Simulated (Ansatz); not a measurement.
One change: `Cl[Si](Cl)(Cl)[SnH3]` becomes `CC(C)[Si](Cl)(Cl)Cl`.

Ansatz, PBE0-D4/def2-TZVP geometries, multiplicity 1. Each molecule was computed in one conformer, which needn't be the lowest.

Elements past krypton have def2 core potentials.

| property | `Cl[Si](Cl)(Cl)[SnH3]` |
| --- | --- |
| LUMO energy (PBE0/def2-TZVPP) / eV | -0.79 |
| LUMO energy (B3LYP/def2-TZVPP) / eV | -1.06 |
| size of the dipole moment (PBE/def2-TZVPP) / D | 1.46 |
| size of the dipole moment (B3LYP/def2-TZVPP) / D | 1.56 |
| HOMO–LUMO gap (PBE/def2-TZVPP) / eV | 5.42 |
| HOMO–LUMO gap (B3LYP/def2-TZVPP) / eV | 6.94 |

(1) What does the change do to each property? (Estimate.)

Results:

(1) Ansatz gave: 
```json
{"property": "LUMO energy (PBE0/def2-TZVPP) / eV", "`CC(C)[Si](Cl)(Cl)Cl`": "0.31", "shift": "1.10"}
{"property": "LUMO energy (B3LYP/def2-TZVPP) / eV", "`CC(C)[Si](Cl)(Cl)Cl`": "0.05", "shift": "1.11"}
{"property": "size of the dipole moment (PBE/def2-TZVPP) / D", "`CC(C)[Si](Cl)(Cl)Cl`": "2.12", "shift": "0.66"}
{"property": "size of the dipole moment (B3LYP/def2-TZVPP) / D", "`CC(C)[Si](Cl)(Cl)Cl`": "2.16", "shift": "0.60"}
{"property": "HOMO–LUMO gap (PBE/def2-TZVPP) / eV", "`CC(C)[Si](Cl)(Cl)Cl`": "6.65", "shift": "1.23"}
{"property": "HOMO–LUMO gap (B3LYP/def2-TZVPP) / eV", "`CC(C)[Si](Cl)(Cl)Cl`": "8.50", "shift": "1.56"}
```

With PBE0 the HOMO falls by 0.44 eV and the LUMO rises by 1.10 eV, so the gap widens by about 1.54 eV. PBE moves the HOMO by -0.28 eV and ωB97M-V by -0.65 eV. The zero-point energy changes by 193.1 kJ/mol with +18 modes. Dipoles are sizes alone; their direction can turn.

B3LYP here is the variant with VWN-RPA as its local correlation; programs differ in this.
